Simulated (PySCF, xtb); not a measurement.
C2H5ClOSi, SMILES C=C[Si@H](O)Cl.

GFN2-xTB run with xtb at its own geometry gives an orbital gap of 4.39 eV and a dipole moment of 2.15 D.

The structure is a stationary point at PBE-D3(BJ)/def2-SVP. The structure was generated by enumeration; whether it is a known compound was not checked. The values are those of a single conformer.

Task: What does PySCF with HF/def2-TZVP give? (The exact figures need the calculation; the answer reports its results.)

Result: gap 13.46 eV (levels -10.73 and 2.73 eV), dipole 2.40 D.
